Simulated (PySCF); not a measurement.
## Telling isomers of C₇H₁₀NP apart by NMR

Single conformer, no solvent, no relativistic terms, equivalent nuclei averaged. Shielding tensors at PBE0/pcSseg-1 (GIAO); coordinates at the PBE0-D3(BJ)/def2-SVP level; PySCF.

Shifts are taken against calculated references (same method and geometry level): 1H, 13C against TMS. Splittings of carbon signals by F and P are missing where no couplings were computed. Where no couplings were computed, multiplicities follow the n + 1 count of equivalent neighbours, and m marks all less simple cases (inequivalent or close neighbours, rings, F or P nearby). Shifts are as computed. Against solution values, carbons near 30 ppm lie about +2 ppm off and those near 130 ppm about +5 ppm. Of 1309 compounds with measured shifts, 239 miss one by over three times the rms of a fit or turn the order of signals round; such compounds aren't used in these exercises.

(1) Tabulate the signals of `CP(C)c1ccccn1`, `Cc1cn(C2CC2)cp1`, `CC(C)c1ncccp1` and their relative energies.

(2) What is the quickest way to tell Cc1cn(C2CC2)cp1 from CC(C)c1ncccp1?

(3) What is the quickest way to tell CP(C)c1ccccn1 from Cc1cn(C2CC2)cp1?

(4) What is the quickest way to tell CP(C)c1ccccn1 from CC(C)c1ncccp1?

## Answers

(1) 
```tsv
SMILES	carbon types	δC	δH	E rel. (kcal/mol)
CP(C)c1ccccn1	1×C 4×CH 2×CH3	175.7, 155.2, 139.7, 133.0, 125.9, 15.8	8.72 (m, 1H), 7.57 (m, 1H), 7.40 (m, 1H), 7.01 (m, 1H), 1.28 (m, 6H)	0.0
Cc1cn(C2CC2)cp1	1×C 3×CH 2×CH2 1×CH3	161.4, 151.1, 133.7, 32.9, 17.3, 8.6	7.96 (m, 1H), 7.19 (m, 1H), 3.16 (m, 1H), 2.42 (m, 3H), 0.96 (m, 2H), 0.84 (m, 2H)	20.2
CC(C)c1ncccp1	1×C 4×CH 2×CH3	216.3, 176.3, 152.9, 127.5, 44.7, 25.9	9.29 (m, 1H), 8.91 (m, 1H), 7.38 (m, 1H), 3.27 (m, 1H), 1.40 (d, 6H)	6.6
```

Energies are electronic energies at PBE0/pcSseg-1 on these geometries, without zero-point or thermal terms, each for the one conformer computed, which needn't be the lowest.

(2) Both give the same number of carbon signals, but DEPT or the intensities differ. The first has a substituted aromatic carbon (C) at 151.1 ppm, the second a substituted aromatic carbon next to a ring nitrogen (C) at 216.3 ppm. Their most deshielded carbons lie at 161.4 and 216.3 ppm. In the proton spectra the most deshielded non-exchanging signals are 7.96 (m, 1H) and 9.29 (m, 1H).

(3) Both give the same number of carbon signals, but DEPT or the intensities differ. The first has a substituted aromatic carbon next to a ring nitrogen (C) at 175.7 ppm, the second a three-membered-ring carbon (CH) at 32.9 ppm. Their most deshielded carbons lie at 175.7 and 161.4 ppm. In the proton spectra the most deshielded non-exchanging signals are 8.72 (m, 1H) and 7.96 (m, 1H).

(4) Both give the same number of carbon signals, with the same numbers of each carbon type, so the positions decide. The first has a substituted aromatic carbon next to a ring nitrogen (C) at 175.7 ppm, the second an sp3 CH on an aromatic ring at 44.7 ppm. Their most deshielded carbons lie at 175.7 and 216.3 ppm. In the proton spectra the most deshielded non-exchanging signals are 8.72 (m, 1H) and 9.29 (m, 1H).
